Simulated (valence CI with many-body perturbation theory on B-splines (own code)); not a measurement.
The numbers below are computed, except where a source is named.
# Pm54+: what each term of the Hamiltonian does

Method: configuration interaction combined with many-body perturbation theory (CI+MBPT): five valence electrons over a frozen Dirac-Fock core [He], radial functions for each j: 9 s, 9 p, 8 d, 6 f, 3 g, 1 h, with the one-electron correlation potential Σ1 (screened to all orders), the two-electron term Σ2, the three-electron term Σ3, Breit, model QED; selected single and double excitations, second order for the rest (own B-spline code, finite nucleus).

The last digits are not significant, and no measured levels were compared; by estimate large intervals hold to a few tenths of a per cent, small ones and those within an open d or f shell to about a per cent. Among the levels kept, up to 1200 cm⁻¹ of a level comes from second order outside the variational space, and about a tenth of that is noise between levels of different J, which matters for small intervals.

Each rung adds one term. CI alone is the Dirac-Coulomb CI over the frozen core; QED comes last and gives the full result, which names the levels. Energies are above (2s^2 2p1/2^2 2p3/2) J=3/2 on the same rung, in eV.

Levels are named by their leading jj configuration (3d3/2^4 stands for four electrons in 3d with j = 3/2), which in mixed levels can hold well under half, so a name can repeat and another be missing. Letters in brackets count levels of one name in rising energy.

```tsv
Level	CI alone	+ Σ1	+ Σ2	+ Σ3	+ Breit	Full
(2s^2 2p1/2 2p3/2^2) J=3/2	573.7	573.9	573.8	573.8	565.5	566.5
(2s^2 2p1/2 2p3/2^2) J=5/2	600.8	601.0	601.0	601.0	587.2	588.1
(2s^2 2p1/2 2p3/2^2) J=1/2	632.1	632.2	632.3	632.3	625.3	626.2
(2s 2p1/2^2 2p3/2^2) J=5/2	837.2	837.0	836.8	836.7	833.5	825.4
(2s 2p1/2^2 2p3/2^2) J=1/2	913.1	913.0	912.8	912.6	914.9	906.8
(2s 2p1/2^2 2p3/2^2) J=3/2	918.5	918.4	917.9	917.7	916.4	908.3
(2s^2 2p3/2^3) J=3/2	1209.3	1209.5	1209.6	1209.5	1192.2	1194.1
(2s 2p1/2 2p3/2^3) J=3/2 [a]	1430.1	1430.1	1429.9	1429.8	1421.2	1414.1
(2s 2p1/2 2p3/2^3) J=5/2	1471.8	1471.7	1471.5	1471.4	1457.4	1450.3
(2s 2p1/2 2p3/2^3) J=1/2	1512.3	1512.3	1511.9	1511.7	1503.3	1496.1
(2s 2p1/2 2p3/2^3) J=3/2 [b]	1525.7	1525.7	1525.4	1525.1	1513.6	1506.4
(2p1/2^2 2p3/2^3) J=3/2	1810.9	1810.7	1809.9	1809.6	1808.4	1792.4
(2s 2p3/2^4) J=1/2	2102.6	2102.7	2102.5	2102.3	2085.8	2079.6
(2p1/2 2p3/2^4) J=1/2	2409.1	2408.9	2408.3	2408.0	2398.1	2382.9
(2s^2 2p1/2^2 3s) J=1/2	5920.7	5921.0	5921.1	5920.9	5915.7	5917.4
(2s^2 2p1/2^2 3p1/2) J=1/2	5999.1	5999.3	5999.4	5999.3	5996.7	5995.8
(2s^2 2p1/2^2 3p3/2) J=3/2	6183.3	6183.5	6183.5	6183.4	6177.8	6177.2
(2s^2 2p1/2^2 3d3/2) J=3/2	6256.9	6257.2	6257.3	6257.2	6251.2	6250.3
(2s^2 2p1/2^2 3d5/2) J=5/2	6314.6	6314.9	6315.0	6314.9	6307.2	6306.4
(2s^2 2p1/2 2p3/2 3s) J=3/2 [a]	6504.7	6505.1	6505.1	6505.0	6490.1	6492.8
(2s^2 2p1/2 2p3/2 3s) J=1/2	6512.9	6513.3	6513.4	6513.2	6498.3	6501.0
(2s^2 2p1/2 2p3/2 3s) J=5/2	6527.6	6528.0	6528.1	6528.0	6508.4	6511.1
(2s^2 2p1/2 2p3/2 3s) J=3/2 [b]	6532.2	6532.6	6532.7	6532.5	6513.6	6516.3
(2s^2 2p1/2 2p3/2 3p1/2) J=1/2	6582.2	6582.5	6582.6	6582.4	6570.4	6570.5
(2s^2 2p1/2 2p3/2 3p1/2) J=3/2 [a]	6589.6	6589.9	6589.9	6589.8	6576.3	6576.4
(2s^2 2p1/2 2p3/2 3p1/2) J=5/2	6606.5	6606.9	6606.9	6606.8	6589.1	6589.2
(2s^2 2p1/2 2p3/2 3p1/2) J=3/2 [b]	6633.5	6633.8	6633.8	6633.7	6619.0	6619.1
(2s 2p1/2^2 2p3/2 3s) J=5/2	6726.9	6727.1	6727.1	6726.9	6716.5	6711.5
(2s 2p1/2^2 2p3/2 3s) J=3/2 [a]	6751.5	6751.7	6751.6	6751.4	6741.7	6736.4
(2s^2 2p1/2 2p3/2 3p3/2) J=1/2 [a]	6761.2	6761.6	6761.6	6761.5	6745.7	6745.8
(2s^2 2p1/2 2p3/2 3p3/2) J=5/2 [a]	6765.3	6765.7	6765.7	6765.5	6751.5	6750.6
```

(1) How does the ionisation energy move along the ladder, and which term matters most?

Results:

(1) CI alone 10951, + Σ1 10952, + Σ2 10952, + Σ3 10952, + Breit 10944, + QED 10943 eV. The largest step is Breit, -8 eV. NIST lists 10942 ± 5 eV (theoretical).
